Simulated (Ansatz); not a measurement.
B2ClFH2, SMILES `FBBCl`, 6 atoms. Total charge 0; spin multiplicity 1. All runs use 2 threads of an AMD EPYC 9B45 on a shared host. Correlated methods freeze the cores. Open-shell runs search over several starts.

(1) How many basis functions does each run have, and how long does it take in Ansatz? UHF-MP2/def2-QZVPP energy of the cation; UKS B2PLYP (frozen core)/def2-TZVPP energy of the cation; direct RPA on PBE orbitals/def2-TZVPP energy; UKS r2SCAN-D4/def2-TZVPP energy of the cation; RKS PBE0-D4/def2-TZVPP energy; RKS B2PLYP (frozen core)/def2-TZVPP energy; UKS ωB97M-V/def2-TZVPP energy of the cation; RKS PBE0-D4/def2-TZVP relaxation (8 steps); UKS PBE-D4/def2-TZVPP energy of the cation; RHF-CCSD(T)/def2-SVP energy; RKS PBE0-D4/def2-QZVPP energy; RKS PBE0-D4/def2-SVP energy. (Best estimate.)

Answers

(1) Computed: Other jobs shared the machine, so times are rough.

```
                                level                   job  functions  wall time  peak host memory (GiB)
                 RKS PBE0-D4/def2-SVP                energy         70     0.35 s                    0.13
                 RHF-CCSD(T)/def2-SVP                energy         70     0.65 s                    0.19
               RKS PBE0-D4/def2-TZVPP                energy        163      0.7 s                    0.32
                UKS PBE-D4/def2-TZVPP  energy of the cation        163      1.1 s                    0.21
direct RPA on PBE orbitals/def2-TZVPP                energy        163      1.2 s                    0.28
  RKS B2PLYP (frozen core)/def2-TZVPP                energy        163      1.3 s                    0.29
               RKS PBE0-D4/def2-QZVPP                energy        301      1.6 s                    0.64
             UKS r2SCAN-D4/def2-TZVPP  energy of the cation        163      1.9 s                    0.25
  UKS B2PLYP (frozen core)/def2-TZVPP  energy of the cation        163      2.2 s                    0.39
               UKS ωB97M-V/def2-TZVPP  energy of the cation        163      4.1 s                    0.54
                RKS PBE0-D4/def2-TZVP  relaxation (8 steps)        142      7.5 s                    0.26
                   UHF-MP2/def2-QZVPP  energy of the cation        301       12 s                     1.1
```
